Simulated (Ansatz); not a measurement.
Geometry optimisation, RKS B3LYP-D4/def2-SVP (Ansatz 0.2.0).

Input:

```yaml
crystal:
  periodic: [false, false, false]
  atoms:
    - { symbol: Sn, position_ang: [-0.6453, 0.2369, 1.6189] }
    - { symbol: "N", position_ang: [0.1441, -0.5999, -0.5494] }
    - { symbol: C, position_ang: [0.122, 0.2732, -1.6962] }
    - { symbol: H, position_ang: [-1.6769, 1.2761, 0.7241] }
    - { symbol: H, position_ang: [-0.1974, 1.1702, 2.9784] }
    - { symbol: H, position_ang: [-1.376, -1.2064, 2.1191] }
    - { symbol: H, position_ang: [1.3504, -0.7012, 0.0065] }
    - { symbol: Cl, position_ang: [2.0866, -0.4475, 1.5793] }
    - { symbol: H, position_ang: [-0.1524, -1.5351, -0.7978] }
    - { symbol: H, position_ang: [0.7299, -0.1218, -2.5144] }
    - { symbol: H, position_ang: [-0.9021, 0.41, -2.0565] }
    - { symbol: H, position_ang: [0.5172, 1.2454, -1.4119] }
basis:
  gaussian: { orbitals: def2-SVP }
hamiltonian:
  xc: b3lyp
  dispersion: d4
relax:
  f_tol: 0.15
  max_steps: 25
  restrain:
    - { distance: [0, 7], at: 2.41, k: 30.0 }
    - { distance: [6, 1], at: 1.02, k: 30.0 }
    - { distance: [0, 1], at: 3.4, k: 30.0 }
    - { distance: [6, 7], at: 2.63, k: 30.0 }
```

Command:

```bash
$ ansatz run input.yaml --threads 2 --pin off --max-ram 3072MiB --backend cpu --events-out ev --progress --plain --runs-dir out
```

Task: Where does it end, and by what steps?

Result: It converged. The restraints hold the end off the free minimum. After 7 steps the energy has fallen by 1.227 eV (the restraints' own energy left out); H5 moved furthest, 0.83 Å. Parted: Sn1–N2. Joined: N2–H7.

```tsv
step	energy less start (eV)	largest force component (eV/Å)	accepted
0	0.0000	3.073	yes
1	-0.2047	4.221	yes
2	-0.0012	3.972	yes
3	-0.2696	2.677	yes
4	-0.7489	1.068	yes
5	-1.0475	0.894	yes
6	-1.1768	1.229	yes
7	-1.2274	0.149	yes
```

```xyz
12
Properties=species:S:1:pos:R:3
Sn -0.529 0.410 2.179
N 0.139 -0.887 -0.886
C 0.142 0.176 -1.880
H -1.074 1.428 0.919
H -0.597 1.222 3.700
H -1.273 -1.131 2.261
H 1.051 -0.963 -0.434
Cl 1.829 0.057 1.865
H -0.070 -1.791 -1.313
H 0.786 0.012 -2.770
H -0.885 0.356 -2.237
H 0.482 1.110 -1.405
```

Time of the run: 34 s on 2 threads of Arm Neoverse V1, on a shared host, peak memory 0.28 GiB.
